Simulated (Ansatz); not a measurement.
Reaction (formal hydrolysis of the Si–O bond): `CO[SiH](F)O[SiH2]Cl` + H₂O → `O[SiH](F)O[SiH2]Cl` + CH₃OH

Computed with Ansatz on PBE0-D4/def2-TZVP structures; ΔE is electronic, products minus reactants. CCSD(T)/CBS is the MP2 limit (def2-TZVPP, def2-QZVPP) plus CCSD(T) − MP2 in def2-TZVPP, frozen cores. This one scheme is used for every species. DFT in def2-TZVPP. Each species was taken in one conformer, which may not be the lowest.

Question: Is it downhill or uphill in electronic energy at CCSD(T)/CBS, and by how much? (An estimate is asked.)

Answer: The calculation gave: Nearly level: ΔE = 0.00 eV.

Question: What do these levels give: PBE0, MP2/def2-TZVPP, CCSD/def2-TZVPP, SCS-MP2/def2-QZVPP, MP2/CBS(def2), CCSD/CBS(def2)? (Estimate.)

Answer: The calculation gave: PBE0 -0.07, MP2/def2-TZVPP -0.01, CCSD/def2-TZVPP -0.02, SCS-MP2/def2-QZVPP -0.01, MP2/CBS(def2) 0.01, CCSD/CBS(def2) 0.00 eV.

Largest T1 diagnostic among the species: 0.011.

In def2-TZVPP, CCSD(T) changes the Hartree–Fock value by +0.04 eV (the triples alone add +0.01 eV) and MP2 by +0.05 eV. The D4 term adds +0.06 eV with B3LYP and +0.04 eV with PBE0; it sums over pairs of atoms, weighted by their polarisabilities, and B3LYP, whose exchange is more repulsive, gets the larger term.

B3LYP here is the variant with VWN-RPA as its local correlation; programs differ in this.
